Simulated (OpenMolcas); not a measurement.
An OpenMolcas run meant for Eu4+ (ANO-RCC-VDZ, DKH2; inactive shells 1s 2s 2p 3s 3p 3d 4s 4p 4d 5s 5p; intended active space 5 electrons in 7 orbitals (4f)). One step of its input:

```
&CASPT2
Multistate=18 1 2 3 4 5 6 7 8 9 10 11 12 13 14 15 16 17 18
Frozen=14 9
IPEA=0.25
Imaginary=1.5
MaxIter=60
WThr=0.0 0.3 0.05
PrWF=0.5
NoMix
```

The run finished. Its levels beside those of a sound run (SS-CASPT2, IPEA 0.25 Eh, imaginary shift 0.1 Eh (closed shells correlated: 5s 5p)), in cm⁻¹ above each run's lowest level:

```tsv
Level	This run	Usual run
4f⁵ ⁶H°_5/2	0.0	0.0
4f⁵ ⁶H°_7/2	1079	1079
4f⁵ ⁶H°_9/2	2414	2414
4f⁵ ⁶H°_11/2	3966	3966
4f⁵ ⁶H°_13/2	5684	5683
4f⁵ ⁶H°_15/2	7512	7510
4f⁵ ⁶F°_1/2	8336	8243
4f⁵ ⁶F°_3/2	8541	8448
4f⁵ ⁶F°_5/2	9057	8964
4f⁵ ⁶F°_7/2	10027	9934
4f⁵ ⁶F°_9/2	11559	11466
4f⁵ ⁶F°_11/2	13729	13636
```

**Question.** Which setting is unsound, and how much does it matter here?

**Answer.** The level shift is far above the usual 0.1 to 0.3 hartree and damps the second-order energy. Against the sound run the excited levels shown move by 51 cm-1 on average and by 93 cm-1 at most.

CASPT2 does not keep the components of a term degenerate, so their means are used; among the terms shown or strongly mixed into the levels shown the widest spread is 42 cm-1 (4f⁵ ⁶H°, the sound run). High states are left out of the spin-orbit mixing, which shifts the levels that they would mix with. The basis is small and was not contracted for so high a charge. Levels of configurations outside the active space are missing.

° marks odd parity.
